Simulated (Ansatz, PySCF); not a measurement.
Dissociation curve of H2Be, SMILES [BeH2]. The Be1–H3 bond (Be1 also carries H; H3 carries nothing else) is stretched with both fragments frozen at the PBE0/def2-TZVP optimised geometry.

UHF/aug-cc-pVTZ (Ansatz, a quantum-chemistry and plane-wave program); RKS-B3LYP/6-31G* = restricted B3LYP/6-31G*, spherical d (PySCF); FCI = full CI/aug-cc-pVTZ, frozen core (Ansatz).

Energies relative to the lowest point of each curve near equilibrium, in kJ/mol:

| R / Å | UHF | RKS-B3LYP/6-31G* |
|---|---|---|
| 0.99 | 150.0 | 148.7 |
| 1.20 | 15.9 | 15.5 |
| 1.34 | 0.0 | 0.0 |
| 1.37 | 1.0 | 1.1 |
| 1.42 | 5.3 | 5.3 |
| 1.49 | 15.7 | 15.5 |
| 1.54 | 25.5 | 25.1 |
| 1.65 | 52.3 | 51.2 |
| 2.23 | 225.6 | 219.6 |
| 2.95 | 299.6 | 388.2 |
| 3.59 | 310.7 | 482.6 |
| 4.71 | 313.0 | 565.5 |

Question: Predict the corresponding FCI column.

Answer: 0.99: 147.4; 1.20: 15.8; 1.34: 0.0; 1.37: 0.9; 1.42: 4.8; 1.49: 14.5; 1.54: 23.6; 1.65: 48.4; 2.23: 205.7; 2.95: 339.4; 3.59: 385.7; 4.71: 400.6 (kJ/mol).

The unrestricted determinant behind UHF is spin-contaminated at 2.23 to 4.71 Å (<S²> up to 1.0, against 0.00 for a pure singlet). The restricted form behind RKS-B3LYP/6-31G* keeps the bonding electrons paired and can't separate into open-shell fragments.
